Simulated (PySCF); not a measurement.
## Continuum solvent and chemical shifts

Molfile (atoms numbered from 1):
```
C6H4O2
     RDKit          3D

 12 12  0  0  0  0  0  0  0  0999 V2000
    0.2830    2.6148    0.2961 O   0  0  0  0  0  0  0  0  0  0  0  0
    0.1151    1.4267    0.1574 C   0  0  0  0  0  0  0  0  0  0  0  0
   -1.2156    0.7975    0.1518 C   0  0  0  0  0  0  0  0  0  0  0  0
   -1.3415   -0.5368   -0.0017 C   0  0  0  0  0  0  0  0  0  0  0  0
   -0.1868   -1.4140   -0.1686 C   0  0  0  0  0  0  0  0  0  0  0  0
    1.0782   -0.9460   -0.1825 C   0  0  0  0  0  0  0  0  0  0  0  0
    1.3426    0.4936   -0.0264 C   0  0  0  0  0  0  0  0  0  0  0  0
    2.4551    0.9640   -0.0346 O   0  0  0  0  0  0  0  0  0  0  0  0
   -2.0756    1.4595    0.2771 H   0  0  0  0  0  0  0  0  0  0  0  0
   -2.3341   -0.9954   -0.0038 H   0  0  0  0  0  0  0  0  0  0  0  0
   -0.3739   -2.4850   -0.2853 H   0  0  0  0  0  0  0  0  0  0  0  0
    1.9461   -1.5975   -0.3073 H   0  0  0  0  0  0  0  0  0  0  0  0
  1  2  2  0
  2  3  1  0
  3  4  2  0
  4  5  1  0
  5  6  2  0
  6  7  1  0
  7  8  2  0
  7  2  1  0
  3  9  1  0
  4 10  1  0
  5 11  1  0
  6 12  1  0
M  END
```

GIAO PBE0/pcSseg-1 in PySCF 2.14.0 with density-fitted response routines on one PBE0-D3(BJ)/def2-SVP conformer, non-relativistic, equivalent nuclei averaged. Solvents enter as an IEF-PCM continuum (benzene with ε = 2.3, methanol with ε = 32.6) around the gas-phase geometry. Shifts are referred to TMS computed in the same medium.

Gas phase, δ in ppm: C2/C7 181.6, C4/C5 144.1, C3/C6 137.3, H10/H11 6.84, H9/H12 6.20. Dipole moment 5.45 D.

Question: How does each δ change in the continuum?

Answer: 
```json
{"atoms": "C2/C7", "environment": "ketone carbonyl carbon", "Δδ, benzene": "+1.9", "Δδ, methanol": "+4.3"}
{"atoms": "C4/C5", "environment": "β carbon of a C=C–C=O unit", "Δδ, benzene": "+3.0", "Δδ, methanol": "+6.9"}
{"atoms": "C3/C6", "environment": "α carbon of a C=C–C=O unit", "Δδ, benzene": "+0.7", "Δδ, methanol": "+1.3"}
{"atoms": "H10/H11", "environment": "hydrogen on a β carbon of a C=C–C=O unit", "Δδ, benzene": "+0.23", "Δδ, methanol": "+0.52"}
{"atoms": "H9/H12", "environment": "hydrogen on an α carbon of a C=C–C=O unit", "Δδ, benzene": "+0.12", "Δδ, methanol": "+0.24"}
```

Changes are relative to the gas phase. The dipole moment becomes 6.28 D in benzene, 7.35 D in methanol.

Question: Which nuclei move most (in ppm), and what does the model miss?

Answer: C4/C5 (β carbon of a C=C–C=O unit, +6.9 ppm) in methanol. A continuum only polarises the solute; specific hydrogen bonds, the anisotropy of aromatic solvents and changes of geometry or conformer are outside it.
